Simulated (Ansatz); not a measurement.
C3H4Si, SMILES `C#CC=[SiH2]` (charge 0, multiplicity 1).

The numbers are results of r2SCAN/cc-pVTZ // B3LYP-D3(BJ)/def2-TZVP (Ansatz, an electronic-structure program), not measurements.

Ansatz 0.2 input:
```yaml
crystal:
  periodic: [false, false, false]
  atoms:
    - { symbol: C, position_ang: [-1.967288, 1.106505, 0.232582] }
    - { symbol: C, position_ang: [-0.986157, 0.420171, 0.386725] }
    - { symbol: C, position_ang: [0.155331, -0.376198, 0.561783] }
    - { symbol: Si, position_ang: [1.414067, -0.584103, -0.59142] }
    - { symbol: H, position_ang: [-2.830859, 1.709222, 0.099602] }
    - { symbol: H, position_ang: [0.244451, -0.902695, 1.50809] }
    - { symbol: H, position_ang: [2.565815, -1.448789, -0.292042] }
    - { symbol: H, position_ang: [1.404639, 0.075886, -1.905321] }
basis:
  gaussian: { orbitals: cc-pVTZ }
hamiltonian:
  xc: r2scan
```

Output:

```
Functional definition: r2SCAN
1007 factors; their error is unknown
mean field evaluation 1: about -11036.8704 eV, gradient 6.6e1 eV
mean field evaluation 2: about -10945.0694 eV, gradient 1.6e2 eV
mean field evaluation 4: about -11046.0583 eV, gradient 3.0e1 eV
mean field evaluation 8: about -11049.0068 eV, gradient 5.6e-1 eV
mean field evaluation 16: about -11048.9790 eV, gradient 6.8e-5 eV
mean field -11048.97901003 eV, -406.0424893517 hartree, gradient 6.8e-5 eV, S^2 0.000000; 0 other end points of the search recorded, 0 dependent functions left out
reference -11048.97902145 eV, -406.0424897715 hartree; 18, 18 occupied and 162, 162 virtual orbitals, 1007 factors
Total energy: -11048.97902145 eV, -406.0424897715 hartree
```
